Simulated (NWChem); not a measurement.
Molecule: MoN$_{2}$H$_{2}$BrCl; SMILES [NH]=[Mo](=[NH])([Cl])[Br]

Computed with NWChem. Medium grid unless said otherwise, to which SCAN and Minnesota functionals are sensitive. Structure relaxed at the PBE0/def2-SVP level. No frequency run checked for a minimum. def2 effective core potentials on Mo; no spin-orbit coupling.

For level SCAN/def2-SVP:

```
Quantity                     Result
---------------------------  ------
highest occupied level (eV)   -7.16
orbital gap (eV)               3.74
dipole (D)                     3.44
```

Estimate the same quantities for level PBE/def2-SVP.


| Item | Value |
|---|---|
| highest occupied level (eV) | -6.77 |
| orbital gap (eV) | 3.42 |
| dipole (D) | 3.31 |
